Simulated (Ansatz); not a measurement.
CH8NPSi2, SMILES `[SiH3]CN1[SiH2]P1`, 13 atoms. Total charge 0; spin multiplicity 1. All runs use 4 threads of an Intel Xeon 6975P-C on a shared host. Correlated methods freeze the cores.

Question: How many basis functions does each run have, and how long does it take in Ansatz? RKS B97M-V/def2-TZVPP energy; RKS ωB97M-V/def2-SVP energy; RKS ωB97X-V/def2-TZVPP energy; direct RPA on PBE orbitals/def2-TZVPP energy; RKS ωB97M-V/def2-QZVPP energy; RHF-CCSD(T)/def2-TZVPP energy; RKS PBE0-D4/def2-TZVP relaxation (14 steps); RKS PBE0-D4/def2-TZVPP energy; RKS PBE0-D4/def2-QZVPP energy; RKS PBE0-D4/def2-TZVP frequencies; RKS PBE0-D4/def2-SVP energy; RHF-MP2/def2-QZVPP energy. (Estimate.)

Answer: The calculation gave: Other jobs shared the machine, so times are rough.

```json
{"level": "RKS PBE0-D4/def2-SVP", "job": "energy", "functions": "122", "wall time": "0.95 s", "peak host memory (GiB)": "0.53"}
{"level": "RKS PBE0-D4/def2-TZVPP", "job": "energy", "functions": "300", "wall time": "2.5 s", "peak host memory (GiB)": "0.98"}
{"level": "RKS ωB97M-V/def2-SVP", "job": "energy", "functions": "122", "wall time": "3.1 s", "peak host memory (GiB)": "0.53"}
{"level": "direct RPA on PBE orbitals/def2-TZVPP", "job": "energy", "functions": "300", "wall time": "4.2 s", "peak host memory (GiB)": "0.86"}
{"level": "RKS B97M-V/def2-TZVPP", "job": "energy", "functions": "300", "wall time": "5.5 s", "peak host memory (GiB)": "0.61"}
{"level": "RKS ωB97X-V/def2-TZVPP", "job": "energy", "functions": "300", "wall time": "6.5 s", "peak host memory (GiB)": "1.2"}
{"level": "RKS PBE0-D4/def2-QZVPP", "job": "energy", "functions": "564", "wall time": "8.5 s", "peak host memory (GiB)": "2.5"}
{"level": "RKS ωB97M-V/def2-QZVPP", "job": "energy", "functions": "564", "wall time": "16 s", "peak host memory (GiB)": "3"}
{"level": "RHF-MP2/def2-QZVPP", "job": "energy", "functions": "564", "wall time": "26 s", "peak host memory (GiB)": "4.5"}
{"level": "RKS PBE0-D4/def2-TZVP", "job": "relaxation (14 steps)", "functions": "221", "wall time": "38 s", "peak host memory (GiB)": "0.75"}
{"level": "RKS PBE0-D4/def2-TZVP", "job": "frequencies", "functions": "221", "wall time": "2.4 min", "peak host memory (GiB)": "0.76"}
{"level": "RHF-CCSD(T)/def2-TZVPP", "job": "energy", "functions": "300", "wall time": "2.5 min", "peak host memory (GiB)": "3.6"}
```
